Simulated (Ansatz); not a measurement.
`[OH][SnH3]` + H₂Se → `[SeH][SnH3]` + H₂O at 600 K and 1 bar (ligand exchange at the Sn–O bond).

Program: Ansatz. Geometries: PBE0-D4/def2-TZVP. ΔE: electronic, gas phase. CBS: MP2 limit from def2 TZ/QZ plus the TZ coupled-cluster correction, frozen cores. This one scheme is used for every species. def2 core potentials past Kr. For Se, Sn outer-core shells are correlated without core-valence functions, which leaves a few kJ/mol of doubt a bond. Scalar relativity is left out up to krypton.

```
      species  CCSD(T)/CBS energy (Eh)  H − E (kJ/mol)  S (J/(mol·K))
 `[OH][SnH3]`               -291.59405           126.1          344.5
         H₂Se              -2401.89790            57.0          244.8
`[SeH][SnH3]`              -2617.13827           115.7          375.3
          H₂O                -76.37941            76.8          212.8
```

H − E and S are ideal-gas, rigid-rotor, harmonic terms from PBE0-D4/def2-TZVP. 1 Eh = 2625.50 kJ/mol, R = 8.31446 J/(mol·K).

Question: By hand: ΔE, ΔH, ΔS and ΔG.

Answer: ΔE = (-2617.13827) + (-76.37941) − (-291.59405) − (-2401.89790) = -0.02573 Eh = -67.6 kJ/mol. Δ(H − E) = 115.7 + 76.8 − 126.1 − 57.0 = 9.4, so ΔH = -58.2 kJ/mol. ΔS = 375.3 + 212.8 − 344.5 − 244.8 = -1.2 J/(mol·K). ΔG = -58.2 − 600 × (-1.2)/1000 = -57.5 kJ/mol.

Question: By hand: the equilibrium constant, and the temperature at which ΔG would vanish if ΔH and ΔS stayed fixed.

Answer: log₁₀ K = −ΔG/(RT ln 10) = 5.0. ΔG = 0 at ΔH/ΔS = 48500 K, far beyond where these terms or the molecules hold.

The number of gas molecules stays the same, so ΔS is small and ΔH decides. A doubt of 5 kJ/mol in ΔE shifts log₁₀ K by 0.4 here. These are equilibria of isolated gas molecules and say nothing of rates. Largest T1 diagnostic: 0.014 (customary marks: 0.02 for closed shells, 0.045 for open ones).
